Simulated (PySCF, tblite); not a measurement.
Isomers of C3H13FSi4, one GFN2-xTB conformer each. Single-point energies are computed at PBE0/pcSseg-1 (PySCF, gas phase, no added dispersion term), electronic only.

```tsv
SMILES	GFN2-xTB relative energy (kcal/mol)
C[Si@@H]1[SiH2][Si@@H](C[SiH3])[C@@H]1F	50.5
F[Si@H]1C[C@H]([SiH]([SiH3])[SiH3])C1	0.0
```

Conformers: `[CH3:1][Si@@H:2]1[SiH2:3][Si@@H:4]([CH2:5][SiH3:6])[C@@H:7]1[F:8]` with Si3–Si4–C5–Si6 -80°, C1–Si2–Si3–Si4 -118°, Si2–Si3–Si4–C5 -104°, Si3–Si4–C7–F8 109°, C1–Si2–C7–Si4 129°; `[F:1][Si@H:2]1[CH2:3][C@H:4]([SiH:5]([SiH3:6])[SiH3:7])[CH2:8]1` with C3–C4–Si5–Si6 -173°, F1–Si2–C3–C4 103°, Si2–C3–C4–Si5 132°, C3–C4–C8–Si2 -9°, F1–Si2–C8–C4 -103°.

Problem. What does PBE0/pcSseg-1 give for the same structures?

Solution. 
```json
{"SMILES": "F[Si@H]1C[C@H]([SiH]([SiH3])[SiH3])C1", "PBE0/pcSseg-1 E (Eh)": "-1379.19033", "PBE0/pcSseg-1 (kcal/mol)": "0.0", "GFN2-xTB (kcal/mol)": "0.0", "point group": "Cs"}
{"SMILES": "C[Si@@H]1[SiH2][Si@@H](C[SiH3])[C@@H]1F", "PBE0/pcSseg-1 E (Eh)": "-1379.14509", "PBE0/pcSseg-1 (kcal/mol)": "28.4", "GFN2-xTB (kcal/mol)": "50.5", "point group": "C1"}
```

Both levels put the same isomer lowest. As drawn, the lower has an Si–F bond, which the higher lacks.

Problem. Which frontier levels, dipoles and rotational constants go with these structures?

Solution. 
| SMILES | HOMO (eV, PBE0/pcSseg-1) | LUMO (eV) | dipole (D) | A, B, C (MHz) |
| --- | --- | --- | --- | --- |
| F[Si@H]1C[C@H]([SiH]([SiH3])[SiH3])C1 | -7.77 | -0.53 | 0.98 | 1456, 495.8, 392.7 |
| C[Si@@H]1[SiH2][Si@@H](C[SiH3])[C@@H]1F | -7.35 | -1.12 | 1.42 | 1868, 510.5, 445.2 |

Problem. What happens when harmonic zero-point energies from GFN2-xTB frequencies are added?

Solution. 
```tsv
SMILES	ZPE (kcal/mol)	electronic (kcal/mol)	with ZPE (kcal/mol)
F[Si@H]1C[C@H]([SiH]([SiH3])[SiH3])C1	86.9	0.0	0.0
C[Si@@H]1[SiH2][Si@@H](C[SiH3])[C@@H]1F	86.9	28.4	28.4
```

The zero-point energies span 0.0 kcal/mol. The order is unchanged.
